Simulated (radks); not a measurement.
C4+, configuration 1s1.5 2p0.5 (fractional occupations, a model configuration). Method: non-relativistic Kohn-Sham, HCTH/407, spin-polarised, spherical densities, point nucleus; open shells are filled with parallel spins first; computed with a radial shooting solver on a logarithmic mesh with Libxc functionals. Some entries of the table are withheld. Estimate them.

orbital,occ.,eigenvalue (eV),<r^2> (bohr^2)
1s up,1,-388.9041,(1)
1s down,0.5,-377.7038,(2)
2p up,0.5,-70.9795,1.300

Answer. 
(1) 1s up <r^2> (bohr^2): 0.09074
(2) 1s down <r^2> (bohr^2): 0.09302
